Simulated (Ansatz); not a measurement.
C₆H₁₂Ge, singlet, at a GFN2-xTB geometry; SC-NEVPT2/STO-3G, CASSCF(2,3) (Ansatz, a program for electronic structure).

Here is a job for Ansatz.
Ansatz 0.2 input:
```yaml
crystal:
  periodic: [false, false, false]
  atoms:
    - {symbol: Ge, position_ang: [0.02558675, 0.28814096, -0.00719103]}
    - {symbol: C, position_ang: [1.53800747, -0.96659068, 0.34839759]}
    - {symbol: C, position_ang: [2.79901463, -0.22710625, 0.61054184]}
    - {symbol: C, position_ang: [3.81854835, -0.16450247, -0.22758896]}
    - {symbol: C, position_ang: [-1.68570499, -0.69668062, -0.30688790]}
    - {symbol: C, position_ang: [-2.79792148, 0.23941660, -0.61084906]}
    - {symbol: C, position_ang: [-3.78680407, 0.52198548, 0.21866738]}
    - {symbol: H, position_ang: [0.35083161, 1.14891961, -1.20195057]}
    - {symbol: H, position_ang: [-0.13773764, 1.25080298, 1.14206153]}
    - {symbol: H, position_ang: [1.65467348, -1.62912105, -0.51022438]}
    - {symbol: H, position_ang: [1.27172108, -1.57652598, 1.21425288]}
    - {symbol: H, position_ang: [2.84030932, 0.30069276, 1.55542801]}
    - {symbol: H, position_ang: [4.70932936, 0.39638659, -0.00237119]}
    - {symbol: H, position_ang: [3.80299114, -0.67849986, -1.17510718]}
    - {symbol: H, position_ang: [-1.53479797, -1.38607088, -1.14031637]}
    - {symbol: H, position_ang: [-1.91344505, -1.28499220, 0.58295090]}
    - {symbol: H, position_ang: [-2.74977738, 0.71881767, -1.58087158]}
    - {symbol: H, position_ang: [-4.56587231, 1.21913128, -0.03794674]}
    - {symbol: H, position_ang: [-3.85784112, 0.06081581, 1.19052251]}
basis:
  gaussian:
    orbitals: STO-3G
magnetization: {spin_polarized: false}
correlation: {method: sc_nevpt2, electrons: all, active_space: {window: {electrons: 2, orbitals: 3}}}
```

The log (banner, timings and long lists left out):

```
Functional definition: HF
766 factors; integrals over basis functions are off by at most 4.4e-5 eV
mean field evaluation 1: about -62125.4078 eV, gradient 1.7e1 eV
mean field evaluation 2: about -62125.6603 eV, gradient 1.7e1 eV
mean field evaluation 4: about -62126.9310 eV, gradient 2.2e0 eV
mean field evaluation 8: about -62126.9455 eV, gradient 1.6e-4 eV
mean field -62126.94545525 eV, -2283.1231343244 hartree, gradient 1.9e-6 eV, S^2 0.000000; 0 other end points of the search recorded, 0 dependent functions left out; unrestricted orbitals would lower it
reference -62126.94545525 eV, -2283.1231343244 hartree; 40, 40 occupied and 20, 20 virtual orbitals, 766 factors
state -62128.07116777 eV, -2283.1645034965 hartree
state -62128.07116777 eV, -2283.1645034965 hartree; corrected -62137.54470600 eV, -2283.5126496048 hartree
Total energy: -62137.54470600 eV, -2283.5126496048 hartree
```
